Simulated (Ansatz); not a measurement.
def2 core potentials replace the inner electrons of Sn.

B3LYP has the VWN-RPA correlation part, as in Gaussian. 

C2H5F3O3Sn, SMILES `[OH][Sn]([OH])([OH])[CH2]C(F)(F)F` (charge 0, multiplicity 1)

Computed with Ansatz (an electronic-structure program) with B3LYP-D3(BJ)/def2-TZVP // PBE0-D3(BJ)/def2-SVP.

- HOMO: -8.60 eV
- dipole moment: 0.42 D
- LUMO: -1.68 eV
- HOMO–LUMO gap: 6.92 eV
- vertical ionisation energy (Delta-SCF): 10.69 eV
- adiabatic electron affinity (no zero-point term): 1.00 eV
- electron reorganisation energy (four-point): 2.736 eV
- total energy: -819.1605 Ha
- cost: very roughly 3 core-minutes

```xyz
14

O     -2.0692     0.7984    -1.5163
Sn    -0.9398     0.5078     0.0717
O     -1.1173     2.0579     1.2731
O     -1.6795    -1.1373     0.8729
C      1.1610     0.4242    -0.3589
C      1.7096    -0.9549    -0.1622
F      1.4503    -1.4075     1.0819
F      3.0306    -1.0089    -0.3281
F      1.1625    -1.8294    -1.0150
H     -2.6633     0.0479    -1.6436
H     -2.0386     2.2701     1.4641
H     -0.9975    -1.6389     1.3372
H      1.6651     1.1256     0.3197
H      1.3259     0.7449    -1.3962
```
Charge 0, spin multiplicity 1.
